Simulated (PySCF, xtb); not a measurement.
C₅H₃N₃, SMILES C(c1nccnc1)#N.

Harmonic wavenumbers (cm⁻¹) from GFN2-xTB (xtb 6.7.1) at its own minimum, in rising order: 106, 145, 247, 378, 472, 533, 545, 612, 722, 804, 809, 898, 911, 1019, 1095, 1156, 1209, 1225, 1247, 1350, 1418, 1520, 1553, 2376, 3069, 3073, 3077.

Task: What does PBE-D3(BJ)/def2-SVP (PySCF) give at its own minimum? (Estimate from the structure and the level; the computed values follow.)

Result: 129, 160, 310, 410, 482, 559, 587, 622, 760, 809, 853, 934, 969, 999, 1053, 1169, 1225, 1271, 1284, 1384, 1450, 1551, 1569, 2281, 3087, 3097, 3103. Paired by order, the mean absolute difference is 31 cm⁻¹ and the zero-point energies are 45.1 and 45.9 kcal/mol.
